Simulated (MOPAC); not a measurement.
MOPAC input (PM6):

```
PM6 PRECISE GNORM=0.05 LET XYZ GEO-OK AUX(PRECISION=9) THREADS=1
CdI2

Cd    0.00000000 1    0.00000000 1    0.00000000 1
I    -0.00000000 1   -0.00000000 1   -2.61217300 1
I     0.00000000 1    0.00000000 1    2.61217300 1
```

From the output:

```
                                                       MOPAC v23.2.5 Linux

          FINAL HEAT OF FORMATION =        -43.56350 KCAL/MOL =    -182.26968 KJ/MOL

          COSMO AREA              =        118.16 SQUARE ANGSTROMS
          COSMO VOLUME            =        103.89 CUBIC ANGSTROMS

          GRADIENT NORM           =          0.01065          =       0.00615 PER ATOM
          IONIZATION POTENTIAL    =          9.836524 EV
          HOMO LUMO ENERGIES (EV) =         -9.837 -0.534
          NO. OF FILLED LEVELS    =          8
          MOLECULAR WEIGHT        =        366.2190         POINT GROUP:  D*h

          MOLECULAR DIMENSIONS (Angstroms)

            Atom       Atom       Distance
            I     3    I     2     3.68720
            I     3    I     2     0.00000
            I     2   Cd     1     0.00000

          SCF CALCULATIONS        =         19

   ATOM   CHEMICAL          X               Y               Z
  NUMBER   SYMBOL      (ANGSTROMS)     (ANGSTROMS)     (ANGSTROMS)

     1      Cd          0.00000000  *   0.00000000  *  -0.00000381  *
     2       I         -0.00000000  *   0.00000000  *  -1.84359996  *
     3       I          0.00000000  *  -0.00000000  *   1.84360355  *

                             CARTESIAN COORDINATES

   1   Cd        0.000000000     0.000000000    -0.000003807
   2    I       -0.000000000     0.000000000    -1.843599964
   3    I        0.000000000    -0.000000000     1.843603547

           Empirical Formula: Cd I2  =     3 atoms

      MOLECULAR POINT GROUP   :   D*h

                  EIGENVALUES
 -25.66349 -25.19251 -12.54704 -10.81042 -10.81042 -10.14007  -9.83652  -9.83652
  -0.53372   0.24424   1.07395   1.07395 110.60545 111.04592 111.04592 111.59839
 111.59839 111.87015 111.87015 112.67313 112.67313 113.14126

              NET ATOMIC CHARGES AND DIPOLE CONTRIBUTIONS

  ATOM NO.   TYPE          CHARGE      No. of ELECS.   s-Pop       p-Pop       d-Pop
    1         Cd           0.391954        1.6080     0.65691     0.95113
    2          I          -0.195975        7.1960     1.52119     5.67375     0.00104
    3          I          -0.195979        7.1960     1.52119     5.67374     0.00104
 DIPOLE           X         Y         Z       TOTAL
 POINT-CHG.     0.000     0.000    -0.000     0.000
 HYBRID         0.000    -0.000     0.000     0.000
 SUM            0.000    -0.000    -0.000     0.000

          ATOMIC ORBITAL ELECTRON POPULATIONS

     Atom    s        px        py        pz      x^2-y^2     xz        z^2       yz        xy
    1 Cd   0.65691   0.12061   0.12061   0.70991
    2  I   1.52119   1.93934   1.93934   1.79506   0.00000   0.00035   0.00034   0.00035   0.00000
    3  I   1.52119   1.93934   1.93934   1.79506   0.00000   0.00035   0.00034   0.00035   0.00000

 **********************
 *                    *
 * JOB ENDED NORMALLY *
 *                    *
 **********************

 == MOPAC DONE ==
```

The geometry given is a B3LYP-D3(BJ)/def2-TZVP minimum.
